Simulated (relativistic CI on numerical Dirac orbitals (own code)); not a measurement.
**Hyperfine structure of Tm⁴⁴⁺, mass number 169**

Method of calculation: Dirac-Coulomb-Breit CI, separate exchange-only KLI orbitals for each configuration, model QED, unscaled Slater integrals (own radial code, finite nucleus).

Configurations in the expansion (outside the closed core [Ne]): 3s2 3p6 3d7, 3s2 3p5 3d8, 3s2 3p4 3d9, 3s 3p6 3d8, 3p6 3d9, 3s 3p5 3d9, 3s2 3p6 3d6 4s, 3s2 3p6 3d6 4p, 3s2 3p4 3d8 4s, 3s2 3p6 3d6 4d, 3s2 3p4 3d8 4p, 3s2 3p5 3d7 4s, 3s2 3p6 3d6 4f, 3s2 3p5 3d7 4p, 3s2 3p6 3d5 4s2, 3s 3p6 3d7 4s. Levels of other configurations are missing.

Nuclear spin I = 1/2, μ = -0.231 μN (tables of Stone and Pyykkö). The electronic factors are computed for point nuclear moments, without core polarisation or the Bohr-Weisskopf and QED corrections.

| Level | E (cm⁻¹) | A (MHz) |
| --- | --- | --- |
| 3s2 3p6 3d7 4F_9/2 | 0 | -14170 |
| 3s2 3p6 3d7 2D_5/2 | 139527 | -14410 |
| 3s2 3p6 3d7 4F_7/2 | 369781 | -15840 |
| 3s2 3p6 3d7 4P_5/2 | 457560 | -6090 |
| 3s2 3p6 3d7 4P_1/2 | 469192 | 6848 |
| 3s2 3p6 3d7 2H_11/2 | 488158 | -20060 |
| 3s2 3p6 3d7 2F_5/2 | 573342 | -22140 |
| 3s2 3p6 3d7 2D_3/2 | 700243 | -32490 |

Levels with J = 0, under 50 % of one LS term, or S terms without an open s electron are left out. Small factors come from cancelling terms and can be off by tens of per cent or more.

At this charge energies of transitions that change n are usually good to better than 1 %, and those within a shell (Δn = 0) to a few per cent.

Give the hyperfine levels of 3s2 3p6 3d7 4F_9/2 relative to its centre of gravity.

With K = F(F + 1) − I(I + 1) − J(J + 1), E = AK/2: F = 4: 38980, F = 5: -31890 MHz.

LS names give the leading component of a level, which can be under half, so a name can repeat, a term be missing and a line seem to break the LS rules.
